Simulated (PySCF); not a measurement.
# Nuclear quadrupole coupling in `O=[P@@H]1C(F)=C1C(F)(F)F`

Compound: C3HF4OP.
Structure used (GFN2-xTB), in Å, numbered top down from 1:
```
atom  x, y, z in Å
O1     1.8472   -1.1312    1.8328
P2     1.4828   -0.7956    0.4710
C3     1.0318    0.8423   -0.1567
F4     1.2635    2.0923   -0.4651
C5    -0.0420    0.0449   -0.0507
C6    -1.5141    0.1214   -0.2279
F7    -1.9436   -0.7484   -1.1572
F8    -1.9161    1.3355   -0.6191
F9    -2.1698   -0.1691    0.9027
H10    1.9693   -1.5874   -0.5523
```

Field gradients from the PBE0/pcSseg-1 density (PySCF, non-relativistic), principal values in atomic units, ordered |Vxx| ≤ |Vyy| ≤ |Vzz|:

| atom | Vxx | Vyy | Vzz |
| --- | --- | --- | --- |
| O1 | -0.1083 | -0.6169 | 0.7252 |

Find the asymmetry η = (Vxx − Vyy)/Vzz and the couplings χ = eQV/h (234.96 MHz × Q in barn × V in au), with Q(17O) = −0.0256 b.

```csv
atom,environment,nucleus,η,χzz (MHz),χxx (MHz),χyy (MHz)
O1,phosphoryl oxygen,17O,0.70,-4.362,0.652,3.711
```

What is Vzz at O1 in SI units (1 au = 9.71736 × 10²¹ V/m²)?

0.7252 au = 7.047 × 10²¹ V/m².

And the gradient at the other heavy atoms, for which no coupling is worked out here?

| atom | environment | Vzz (au) | η |
| --- | --- | --- | --- |
| P2 | phosphoryl phosphorus | -0.638 | 0.33 |
| C3 | vinylic C–F carbon | -0.533 | 0.16 |
| F4 | vinyl fluorine | 2.921 | 0.24 |
| C5 | fully substituted alkene carbon | -0.214 | 0.75 |
| C6 | CF3 carbon | -0.341 | 0.02 |
| F7 | fluorine of a CF3 group | 2.947 | 0.04 |
| F8 | fluorine of a CF3 group | 2.953 | 0.03 |
| F9 | fluorine of a CF3 group | 2.962 | 0.04 |

What couplings would deuterons (Q(2H) = 0.00286 b) have in place of the hydrogens, at this geometry?

```
atom  bonded to  bond length (Å)  Vzz (au)     η  χzz (kHz)
 H10         P2            1.382    0.1958  0.02        132
```

Isolated species at its GFN2-xTB geometry, gas phase. GFN2-xTB bond lengths can be off by several hundredths of an ångström, more for odd bonds, and the gradients follow them. The basis is small and wasn't made for field gradients, so the couplings can be 20 % off.

These values come from a run that also computed NMR shieldings. The run took 23 s of wall time on an Arm Neoverse V1 with one thread, on a shared host.
